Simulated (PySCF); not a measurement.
A species of formula C7H10O2 has this rotational fingerprint, computed with PBE0/pcSseg-1 in PySCF (dipole) on a GFN2-xTB geometry, gas phase:

```
Rotational constants : A = 1943, B = 1397, C = 1071 MHz
Dipole components    : |μa| = 1.70 D, |μb| = 2.37 D, |μc| = 0.59 D
Inertial defect      : -149.73 u·Å²
κ                    : -0.25
```

**Question.** Which structure is it? (One computed conformer of each.)
A. `[CH3:1]/[CH:2]=[C:3]([CH3:4])/[CH:5]=[CH:6]\[C:7](=[O:8])[OH:9]` with C2–C3–C5–C6 -160°, C5–C6–C7–O8 -135°, C6–C7–O9–H 178°
B. `[CH2:1]=[CH:2][C:3](=[CH2:4])[C@H:5]([CH:6]=[O:7])[O:8][CH3:9]` with C1–C2–C3–C4 -169°, C2–C3–C5–C6 -89°, C3–C5–C6–O7 82°, C3–C5–O8–C9 -75°
C. `[CH2:1]=[CH:2][C@H:3]1[O:4][CH2:5][C:6]12[CH2:7][O:8][CH2:9]2` with C1–C2–C3–O4 148°
D. `[O:1]=[C:2]1[CH2:3][O:4][C@@H:5]1[CH:6]1[CH2:7][CH2:8][CH2:9]1` with O4–C5–C6–C7 65°, O1–C2–C3–O4 -178°, C2–C3–O4–C5 0°, C3–O4–C5–C6 119°, C5–C6–C7–C8 -135°
E. `[CH3:1][C:2]1=[CH:3][C@@:4]([CH3:5])([C:6](=[O:7])[OH:8])[CH2:9]1` with C3–C4–C6–O7 92°, C4–C6–O8–H 177°

**Answer.** B. It is C=CC(=C)[C@H](C=O)OC, an asymmetric top, point group C1. The candidates at the same level (rigid rotor, commonest isotopes):

```json
{"SMILES": "C/C=C(C)/C=C\\C(=O)O", "A (MHz)": "3824", "B (MHz)": "860.8", "C (MHz)": "781.8", "μa (D)": "2.78", "μb (D)": "0.52", "μc (D)": "0.98", "Δ (u·Å²)": "-72.81", "point group": "C1", "rotor": "near-prolate asymmetric top"}
{"SMILES": "C=C[C@H]1OCC12COC2", "A (MHz)": "2327", "B (MHz)": "1486", "C (MHz)": "1082", "μa (D)": "0.12", "μb (D)": "0.13", "μc (D)": "0.06", "Δ (u·Å²)": "-90.35", "point group": "C1", "rotor": "asymmetric top"}
{"SMILES": "CC1=C[C@@](C)(C(=O)O)C1", "A (MHz)": "2915", "B (MHz)": "1165", "C (MHz)": "1031", "μa (D)": "0.58", "μb (D)": "1.28", "μc (D)": "0.67", "Δ (u·Å²)": "-116.86", "point group": "C1", "rotor": "asymmetric top"}
{"SMILES": "C=CC(=C)[C@H](C=O)OC", "A (MHz)": "1943", "B (MHz)": "1397", "C (MHz)": "1071", "μa (D)": "1.70", "μb (D)": "2.37", "μc (D)": "0.59", "Δ (u·Å²)": "-149.73", "point group": "C1", "rotor": "asymmetric top"}
{"SMILES": "O=C1CO[C@@H]1C1CCC1", "A (MHz)": "3331", "B (MHz)": "1131", "C (MHz)": "1036", "μa (D)": "0.87", "μb (D)": "0.72", "μc (D)": "0.01", "Δ (u·Å²)": "-110.85", "point group": "C1", "rotor": "near-prolate asymmetric top"}
```

`C=C[C@H]1OCC12COC2` has A 20 % too high; `CC1=C[C@@](C)(C(=O)O)C1` has A 50 % too high; `O=C1CO[C@@H]1C1CCC1` has A 71 % too high; `C/C=C(C)/C=C\C(=O)O` has A 97 % too high. No structure here is proved a minimum.
